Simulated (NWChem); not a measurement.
# Correlation energy of ClIn

```
In
Cl 1 2.4486
```
Charge 0, spin multiplicity 1.

All runs are NWChem calculations. All single points use one geometry, from PBE/def2-SVP with def2 effective core potentials on In, a minimum by its harmonic frequencies.

Basis set: def2-TZVP. Each correlation energy counts from its own Hartree-Fock reference.

| method | correlation energy (mHa) | difference from CCSD(T) |
|---|---|---|
| MP2 | -450.3 | +26.0 |
| SCS-MP2 | -419.6 | +56.6 |
| CR-CCSD[T] | -473.4 | +2.8 |
| CR-CCSD(T) | -472.7 | +3.6 |
| CCSD | -460.0 | +16.3 |
| CCSD+T(CCSD) | -477.2 | -1.0 |
| CCSD(T) | -476.2 | 0.0 |

The values span 57.6 mHa, from CCSD+T(CCSD) (lowest) to SCS-MP2 (highest). 

Effective core potentials replace the inner electrons of In; spin-orbit coupling is left out. The correlated methods keep 9 core orbitals frozen. The structure started from a generated list of species. Coupled-cluster values serve here as a point of comparison, not as the truth.
